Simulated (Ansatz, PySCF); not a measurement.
System: SbH (charge 0, triplet). 
Structure (B3LYP-D3(BJ)/def2-TZVP (Ansatz, a first-principles code) minimum search):
```
Sb
H 1 1.7225
```
Charge 0, spin multiplicity 3.

Total electronic energies in hartree. Valence correlation only, unless marked. UHF or UKS for open shells. No spin-orbit coupling. Frozen are the shells of the preceding noble gas and the d and f shells that filled before the atom's block. Past Kr the def2 sets carry scalar-relativistic core potentials. STO-3G rows are all-electron and non-relativistic. CBS marks a two-point X^-3 extrapolation of the correlation energy; Hartree-Fock from the larger set. [CCSD(T)-MP2]/basis is that difference in the basis named.

```json
[
 {"level": "PBE-D3(BJ)/def2-TZVPD", "program": "Ansatz + dftd3", "energy (Eh)": "-240.80470"},
 {"level": "M06-L/def2-TZVPD", "program": "PySCF", "energy (Eh)": "-240.97076"},
 {"level": "BHLYP-D3(BJ)/def2-TZVPD", "program": "Ansatz + dftd3", "energy (Eh)": "-240.75110"},
 {"level": "TPSSh-D4/def2-TZVPD", "program": "PySCF + dftd4", "energy (Eh)": "-240.73404"},
 {"level": "r2SCANh/def2-TZVPD", "program": "Ansatz", "energy (Eh)": "-240.89625"},
 {"level": "MN15/def2-TZVPD", "program": "PySCF", "energy (Eh)": "-240.26097"},
 {"level": "HSE06-D4/def2-TZVPD", "program": "Ansatz + dftd4", "energy (Eh)": "-240.81740"},
 {"level": "B2GP-PLYP-D3(BJ)/def2-TZVPD", "program": "Ansatz + dftd3", "energy (Eh)": "-240.45611"},
 {"level": "B2PLYP-D3(BJ)/def2-TZVPD", "program": "Ansatz + dftd3", "energy (Eh)": "-240.53262"},
 {"level": "PBE-QIDH/def2-TZVPD", "program": "Ansatz", "energy (Eh)": "-240.53492"},
 {"level": "CCSD/def2-SVPD", "program": "Ansatz", "energy (Eh)": "-239.91692"},
 {"level": "CCSD/def2-TZVPPD", "program": "Ansatz", "energy (Eh)": "-239.94111"},
 {"level": "CCSD(T)/STO-3G", "program": "Ansatz", "energy (Eh)": "-6251.94009"},
 {"level": "RI-MP2/CBS(def2-TZVPP,def2-QZVPP)+[CCSD(T)-MP2]/def2-TZVPP", "program": "Ansatz", "energy (Eh)": "-239.9582"},
 {"level": "CCSD(T)/CBS(def2-TZVPPD,def2-QZVPPD)", "program": "Ansatz", "energy (Eh)": "-239.9564"}
]
```

Totals of different functionals don't rank their quality; only differences between species are comparable.
